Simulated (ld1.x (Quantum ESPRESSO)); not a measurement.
# Which change was made? (Si, TM)

Si (Z = 14), norm-conserving Troullier–Martins (Kleinman–Bylander form), made with ld1.x (Quantum ESPRESSO) 7.5 (LDA (PZ), scalar-relativistic). Core [Ne], reference 3s2 3p2. Waves: 3s (bound): rc 1.70 bohr; 3d channel at -0.1 Ry: rc 1.80 bohr; 3p (bound): rc 1.55 bohr. Local part: the p channel. Core correction: Bessel-smoothed model core inside 1.10 bohr.

Cutoffs, loose and tight: the cutoffs (Ry, on a coarse ladder) from which the occupation-weighted sum of valence levels, in a spherical-Bessel basis at the reference potential, stays within 10 and 1 mRy of its value at 400 Ry. They do not see the model core or the augmentation charge, which bear on the density cutoff. Test errors are all-electron minus pseudo excitation energies from the reference, over the configurations 3s2 3p1; 3s2 3p0; 3s1 3p0; 3s2 3p2.3; 3s1 3p3; 3s1 3p2; 3s0 3p4 (two spin-polarised tests are not counted in the largest error); variants that change the core or the reference have their own tests.

The base gives: outcome: generated; cutoff, loose: 30 Ry; cutoff, tight: 45 Ry; bound ghosts: none; largest test error (meV): +38.

Problem. After one change the result is: outcome: generated; cutoff, loose: 30 Ry; cutoff, tight: 45 Ry; bound ghosts: none; largest test error (meV): +218. Which change was it?
A. core correction none
B. core correction Bessel-smoothed model core inside 1.58 bohr
C. core correction Bessel-smoothed model core inside 1.76 bohr

Solution. A. The others give: core correction Bessel-smoothed model core inside 1.58 bohr → outcome: generated; cutoff, loose: 30 Ry; cutoff, tight: 45 Ry; bound ghosts: none; largest test error (meV): +55 | core correction Bessel-smoothed model core inside 1.76 bohr → outcome: generated; cutoff, loose: 30 Ry; cutoff, tight: 45 Ry; bound ghosts: none; largest test error (meV): +78.
